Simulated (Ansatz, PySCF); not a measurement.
Gas-phase reaction (SMILES): ClCCl [dichloromethane] -> Cl[CH-]Cl + H+; deprotonation at the site shown.

Geometries: B3LYP-D3(BJ)/def2-TZVP minima from Ansatz (a program for electronic structure). Correlated levels leave the core frozen unless marked. Spin-orbit coupling is left out. No relativistic terms. CBS(X,Y): correlation extrapolated as X^-3; Hartree-Fock from the larger set. [CCSD(T)-MP2]/basis is that difference in the basis named. Anions need diffuse functions, of which def2-TZVPD holds fewer than the aug- sets. Thermal terms are rigid-rotor harmonic-oscillator values from B3LYP-D3(BJ) frequencies (PySCF) at 298.15 K and 1 atm. 1 Eh = 627.5095 kcal/mol. The proton has no electrons: its energy is zero and its thermal terms are those of translation.

```tsv
species	E, RI-MP2/CBS(aug-cc-pV(T+d)Z,aug-cc-pV(Q+d)Z)+[CCSD(T)-MP2]/aug-cc-pV(T+d)Z (Ansatz) (Eh)	E, r2SCAN-D4/def2-TZVPD (Ansatz + dftd4) (Eh)	H - E (Eh)	G - E (Eh)
ClCCl	-958.79747	-959.66163	0.03378	0.00306
Cl[CH-]Cl	-958.18432	-959.05033	0.01918	-0.01290
H+	0.00000	0.00000	0.00236	-0.01000
```

Work out ΔE and ΔH, ΔG, ΔS and the equilibrium constant at 298.15 K at the first level, then ΔH at the second.


1. ΔE = [(-958.18432) + (0.00000)] - [(-958.79747)] = 0.61315 Eh = 384.8 kcal/mol at RI-MP2/CBS(aug-cc-pV(T+d)Z,aug-cc-pV(Q+d)Z)+[CCSD(T)-MP2]/aug-cc-pV(T+d)Z.
2. The terms H - E add up to -0.01224 Eh, so ΔH = (0.61315 + (-0.01224))×627.5095 = 377.1 kcal/mol.
3. The terms G - E add up to -0.02596 Eh, so ΔG = 368.5 kcal/mol, and ΔS = (-0.01224 - (-0.02596))×627509.5/298.15 = 28.9 cal/(mol K).
4. log10 K = -ΔG/(RT ln 10) = -270.1, with RT ln 10 = 1.3642 kcal/mol.
5. At r2SCAN-D4/def2-TZVPD the same steps give ΔE = 383.6 and ΔH = 375.9 kcal/mol, a shift of -1.2 from the first level.
6. These values are not checked against measurement here, since the tables used lack a sound gas-phase enthalpy of formation for at least one species, or one in the same ion convention.
